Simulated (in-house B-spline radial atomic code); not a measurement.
Configurations of Cl⁴⁺, with energies counted from [Ne] 3s2 3p1. Level of theory: scalar-relativistic (X2C) PBEsol, spin-polarised, spherical fractional occupations, Fermi nucleus of rms radius 3.3654 fm; calculated with a radial B-spline atomic code at the basis-set limit. Shells without spins written out take the highest spin.

Occupations are held fixed; configurations that lie above the ionisation limit could autoionise.

```tsv
configuration	E - E(ref) (eV)	highest orbital	its <r> (bohr)
[Ne] 3s2 4s1	31.331	4s up	2.883
[Ne] 3s2 4d(1 up, 0 down)	42.289	4d up	3.529
[Ne] 3s(0 up, 1 down) 3p(0 up, 1 down) 4s(1 up, 0 down)	43.556	4s up	2.899
[Ne] 3s2 4f1	45.353	4f up	3.368
[He] 2s2 2p5 3s2 3p1 3d1	225.52	3d up	1.453
[He] 2s2 2p5 3s2 3p1 4s1	240.25	4s up	2.779
```

**Question.** Order these further configurations by energy, lowest first.
A. [Ne] 3s1 3p1 4d1
B. [Ne] 3s1 3p2
C. [Ne] 3s1 3p1 4s1
D. [He] 2s2 2p5 3s2 3p2
E. [Ne] 3s(0 up, 1 down) 3p(1 up, 1 down)

**Answer.** B (10.15 eV), E (14.166 eV), C (42.987 eV), A (54.046 eV), D (204.18 eV).

**Question.** How far above the reference does [Ne] 3s2 3d(1 up, 0 down) lie?

**Answer.** 20.126 eV; its least bound orbital is 3d up with <r> = 1.604 bohr.

**Question.** How far above the reference does [He] 2s2 2p5 3s2 3p1 4p1 lie?

**Answer.** 244.89 eV; its least bound orbital is 4p up with <r> = 2.99 bohr.
